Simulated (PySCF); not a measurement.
**Electron correlation in Zn (zinc, neutral)**

[Ar] 3d10 4s2, closed-shell 1S. Computed with PySCF 2.14 in cc-pVDZ-DK (6s5p3d1f, 43 functions), with scalar relativity by spin-free X2C-1e. Frozen: [Ar]; 12 electrons correlated.

MP2 pair energies summed by pair of shells (mhartree):

```csv
pair,energy,share (%)
3d-3d,-386.43,86.4
3d-4s,-38.94,8.7
4s-4s,-22.04,4.9
```

Total MP2 correlation energy: -447.41 mhartree.

Same-spin part -164.05 and opposite-spin part -283.36 mhartree; SCS-MP2 scales them by 1/3 and 6/5 to -394.72 mhartree.

```json
{"level": "CCSD", "correlation energy (mhartree)": "-411.41"}
{"level": "(T)", "correlation energy (mhartree)": "-9.11"}
{"level": "CCSD(T)", "correlation energy (mhartree)": "-420.52"}
```

Diagnostics: T1 = 0.018, D1 = 0.0494, largest double amplitude 0.077.

Cost of the coupled-cluster step: 0.34 s of wall time on 1 thread of Intel(R) Xeon(R) CPU @ 2.60GHz (shared host), for 12 correlated electrons.
